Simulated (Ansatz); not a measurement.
Relaxation of C₃H₇GeNO (13 atoms, charge 0, multiplicity 1), to a largest force component of 0.015 eV/Å in at most 40 steps.

All numbers below come from RKS PBE-D4/def2-SVP (Ansatz).

```xyz
13
Properties=species:S:1:pos:R:3:forces:R:3
C -1.310 -0.266 0.887 -1.77 3.03 -0.40
Ge 0.397 0.163 0.142 0.75 -0.52 1.91
C 1.282 -1.503 -0.261 -0.45 -0.64 -0.72
O 0.299 1.136 -1.385 -2.02 3.62 -1.01
C -0.385 2.338 -1.373 1.95 -3.01 0.26
N -0.907 3.395 -1.335 -0.02 -0.22 -0.13
H -1.222 -0.813 1.809 0.16 -0.71 0.79
H -1.910 -0.781 0.128 -0.31 -0.35 -0.03
H -1.876 0.748 1.146 0.86 -1.75 -0.43
H 1.226 0.978 1.198 -0.06 0.09 -0.35
H 1.345 -2.117 0.670 0.17 0.35 -0.14
H 0.633 -2.109 -0.973 0.72 0.52 0.32
H 2.283 -1.282 -0.677 0.02 -0.40 -0.07
```

Where does it end, and by what steps?

The run converged. After 12 steps the energy has fallen by 0.567 eV; H7 moved furthest, 0.40 Å.

| step | energy less start (eV) | largest force component (eV/Å) | accepted |
| --- | --- | --- | --- |
| 0 | 0.0000 | 3.621 | yes |
| 1 | -0.4575 | 2.047 | yes |
| 2 | -0.5466 | 0.590 | yes |
| 3 | -0.5566 | 0.182 | yes |
| 4 | -0.5616 | 0.059 | yes |
| 5 | -0.5629 | 0.035 | yes |
| 6 | -0.5641 | 0.088 | yes |
| 7 | -0.5651 | 0.142 | yes |
| 8 | -0.5657 | 0.158 | yes |
| 9 | -0.5663 | 0.124 | yes |
| 10 | -0.5666 | 0.046 | yes |
| 11 | -0.5667 | 0.026 | yes |
| 12 | -0.5667 | 0.004 | yes |

```xyz
13
Properties=species:S:1:pos:R:3
C -1.404 -0.103 0.882
Ge 0.454 0.080 0.325
C 1.337 -1.523 -0.335
O 0.387 1.138 -1.243
C -0.379 2.168 -1.259
N -1.089 3.112 -1.287
H -1.458 -0.513 1.910
H -1.947 -0.776 0.192
H -1.887 0.894 0.867
H 1.318 0.917 1.306
H 1.533 -2.220 0.505
H 0.694 -2.030 -1.080
H 2.301 -1.256 -0.809
```

Whether the end is a true minimum wasn't checked by a vibrational analysis.

Run time: 33 s on 2 threads of Intel(R) Xeon(R) Platinum 8375C CPU @ 2.90GHz (Ice Lake), on a shared host, peak memory 0.21 GiB.
